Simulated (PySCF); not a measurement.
**Working out the ionisation energy of Si¹⁰⁺**

Si¹⁰⁺ [He] 2s2 (1S) → Si¹¹⁺ [He] 2s1 (2S). Calculation: PySCF 2.14, in an uncontracted even-tempered set (17 s from 1.3 bohr⁻², ratio 2.2; 9 p from 2.1 bohr⁻², ratio 2.4; 6 d from 6.4 bohr⁻², ratio 2.4; 5 f from 9.6 bohr⁻², ratio 2.4; 5 g from 14 bohr⁻², ratio 2.4); no relativity, point nucleus. Frozen: nothing; the 10 highest virtual orbitals dropped. Energies in hartree (1 hartree = 27.21139 eV):

| part | Si¹⁰⁺ (lower) | Si¹¹⁺ (upper) |
| --- | --- | --- |
| UHF | -223.821918 | -206.538527 |
| MP2 opposite-spin | -0.150268 | -0.048180 |
| MP2 same-spin | -0.003447 | -0.001783 |

Q: What does Hartree-Fock give?

A: (-206.538527) − (-223.821918) = 17.283391 hartree = 470.305 eV.

Q: What do MP2 and SCS-MP2 (6/5 opposite-spin, 1/3 same-spin) give?

A: The opposite-spin parts differ by 2.778 eV and the same-spin parts by 0.045 eV. MP2: 470.305 + (2.778) + (0.045) = 473.128 eV. SCS-MP2: 470.305 + 1.2 × (2.778) + (0.045)/3 = 473.654 eV.

A first-order spin-orbit estimate adds 0.000 eV to MP2 (all electrons), giving 473.128 eV against 476.27 eV (semi-empirical (NIST evaluation); NIST Atomic Spectra Database, ionization energies).

What remains against the reference includes basis incompleteness and correlation beyond second order.
